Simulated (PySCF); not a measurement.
Compound: C9H5N.
Geometry (GFN2-xTB, Å), atoms numbered from 1 in this order:
```xyz
15
C9H5N angstrom
C     -2.7798    1.6938   -0.0393
C     -1.7112    1.1478   -0.0009
C     -0.4513    0.5080    0.0465
C      0.6965    1.2196    0.3883
C      1.9234    0.5844    0.4307
C      2.0268   -0.7675    0.1325
C      0.8993   -1.4914   -0.2062
C     -0.3430   -0.8617   -0.2522
C     -1.4977   -1.5985   -0.6010
N     -2.4248   -2.2089   -0.8878
H     -3.7162    2.1652   -0.0744
H      0.6113    2.2715    0.6176
H      2.8063    1.1456    0.6981
H      2.9891   -1.2555    0.1644
H      0.9669   -2.5443   -0.4382
```

The calculation used PBE0/def2-SVPD in PySCF (dipole) on a GFN2-xTB geometry, gas phase.

Masses are those of the commonest isotopes; rigid-rotor values at the optimised geometry. 

What are A, B and C (GHz)?

Ia = 243.81, Ib = 375.11, Ic = 618.91 u·Å²; 505379 MHz·u·Å²/I gives 2073, 1347 and 816.6 MHz, that is A = 2.0729, B = 1.3473, C = 0.8166 GHz.

Classify the top.

An asymmetric top: κ = (2 × 1347 − 2073 − 816.6)/(2073 − 816.6) = -0.16.

What does the inertial defect say?

Planar: Δ = Ic − Ia − Ib = 0.00 u·Å². For a rigid frame Δ = −2 Σ m c², so it vanishes when all atoms lie in the ab plane; here none is more than 0.01 Å from it.

Where do the levels up to J = 5 lie, in cm⁻¹?

Above 0(0,0):
J = 1: 1(0,1) 0.0722, 1(1,1) 0.0964, 1(1,0) 0.1141
J = 2: 2(0,2) 0.2098, 2(1,2) 0.2230, 2(1,1) 0.2761, 2(2,1) 0.3488, 2(2,0) 0.3555
J = 3: 3(0,3) 0.4039, 3(1,3) 0.4094, 3(1,2) 0.5138, 3(2,2) 0.5653, 3(2,1) 0.5944, 3(3,1) 0.7342, 3(3,0) 0.7360
J = 4: 4(0,4) 0.6510, 4(1,4) 0.6528, 4(1,3) 0.8187, 4(2,3) 0.8485, 4(2,2) 0.9189, 4(3,2) 1.0327, 4(3,1) 1.0439, 4(4,1) 1.2561, 4(4,0) 1.2565
J = 5: 5(0,5) 0.9514, 5(1,5) 0.9519, 5(1,4) 1.1808, 5(2,4) 1.1946, 5(2,3) 1.3227, 5(3,3) 1.4044, 5(3,2) 1.4410, 5(4,2) 1.6318, 5(4,1) 1.6350, 5(5,1) 1.9158, 5(5,0) 1.9159
Those of J = 1 are B + C, A + C and A + B.

Which types of transition are allowed, and where do some lines up to J = 2 fall?

The dipole components are |μa| = 3.91 D, |μb| = 2.29 D, |μc| = 0.00 D; the mirror of this Cs structure is the ab plane, so μc vanishes by symmetry and there are no c-type lines. The squared components, which scale the intensities, stand as 1.00 : 0.34 (a : b). Some lines, for components of 0.1 D or more:

```tsv
type	branch	J(Ka,Kc)	MHz	lower level (cm⁻¹)
a	Q	1(1,0) ← 1(1,1)	531	0.096
b	Q	1(1,0) ← 1(0,1)	1256	0.072
a	Q	2(1,1) ← 2(1,2)	1592	0.223
b	Q	2(1,1) ← 2(0,2)	1990	0.210
a	R	1(0,1) ← 0(0,0)	2164	0.000
b	Q	2(2,0) ← 2(1,1)	2380	0.276
b	R	1(1,1) ← 0(0,0)	2889	0.000
b	R	2(0,2) ← 1(1,1)	3399	0.096
b	Q	2(2,1) ← 2(1,2)	3769	0.223
a	R	2(1,2) ← 1(1,1)	3797	0.096
a	R	2(0,2) ← 1(0,1)	4125	0.072
b	R	2(1,2) ← 1(0,1)	4523	0.072
a	R	2(1,1) ← 1(1,0)	4858	0.114
b	R	2(2,1) ← 1(1,0)	7035	0.114
b	R	2(2,0) ← 1(1,1)	7769	0.096
```

Whether it is a minimum is left open (no frequencies). No vibrational averaging or centrifugal distortion is included, and the geometry carries the error of its method. Quadrupole hyperfine structure (14N) is left out.
